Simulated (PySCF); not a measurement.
Compound: [SbCl6]- (charge -1).
Bonds: Sb1–Cl2, Sb1–Cl3, Sb1–Cl4, Sb1–Cl5, Sb1–Cl6, Sb1–Cl7.

Method: PBE0-D3(BJ)/def2-SVP geometry optimisation, gas phase, def2 core potentials past Kr (PySCF 2.14.0); density fitting, grid level 1; the optimiser is geomeTRIC in internal coordinates, started from a GFN2-xTB structure with every atom displaced at random (about 0.03 Å).

Geometry at step 2:
```
atom  x, y, z in Å
Sb1     0.0210   -0.0155   -0.0070
Cl2    -0.0027   -0.0190    2.3907
Cl3     0.0066    0.0087   -2.4067
Cl4     2.4141   -0.0411    0.0042
Cl5    -2.3769   -0.0046   -0.0493
Cl6    -0.0523    2.3826    0.0085
Cl7     0.0820   -2.4132   -0.0089
```

Question: Give the atomic forces at this geometry.

Answer: 
```json
{"atom": "Sb1", "Fx (eV/Å)": "-0.126", "Fy (eV/Å)": "0.016", "Fz (eV/Å)": "-0.044"}
{"atom": "Cl2", "Fx (eV/Å)": "0.001", "Fy (eV/Å)": "-0.009", "Fz (eV/Å)": "0.022"}
{"atom": "Cl3", "Fx (eV/Å)": "0.076", "Fy (eV/Å)": "-0.024", "Fz (eV/Å)": "-0.018"}
{"atom": "Cl4", "Fx (eV/Å)": "0.073", "Fy (eV/Å)": "0.149", "Fz (eV/Å)": "-0.009"}
{"atom": "Cl5", "Fx (eV/Å)": "-0.057", "Fy (eV/Å)": "-0.131", "Fz (eV/Å)": "0.062"}
{"atom": "Cl6", "Fx (eV/Å)": "0.155", "Fy (eV/Å)": "0.029", "Fz (eV/Å)": "0.003"}
{"atom": "Cl7", "Fx (eV/Å)": "-0.122", "Fy (eV/Å)": "-0.031", "Fz (eV/Å)": "-0.016"}
```

The largest, 0.17 eV/Å, acts on Cl4; the rms over all components is 0.075 eV/Å. The forces sum to zero within rounding, as they must for an isolated molecule in no field.

Question: Give the force on Cl4 in Eh/bohr and in nN.

Answer: 0.166 eV/Å ÷ 51.422 = 0.00323 Eh/bohr, and 0.166 eV/Å × 1.602 = 0.27 nN.

Question: How far is this geometry from the end of the optimisation?

Answer: 0.014 eV above it, and 0.034 Å rms away after alignment. The bonds farthest from their final lengths, with half the difference of the two atoms' forces along the bond (positive lengthens):

```json
{"bond": "Sb1–Cl4", "now (Å)": "2.393", "final (Å)": "2.399", "force along bond (eV/Å)": "+0.10"}
{"bond": "Sb1–Cl2", "now (Å)": "2.398", "final (Å)": "2.400", "force along bond (eV/Å)": "+0.03"}
{"bond": "Sb1–Cl5", "now (Å)": "2.398", "final (Å)": "2.400", "force along bond (eV/Å)": "-0.04"}
```

The angle farthest from its final value is Cl4–Sb1–Cl6, 92.4° against 90.0°.

The cost below is that of the whole optimisation. Time: 85 s of wall time; peak memory 0.59 GiB. Hardware: one thread of an Arm Neoverse V1 (shared host).
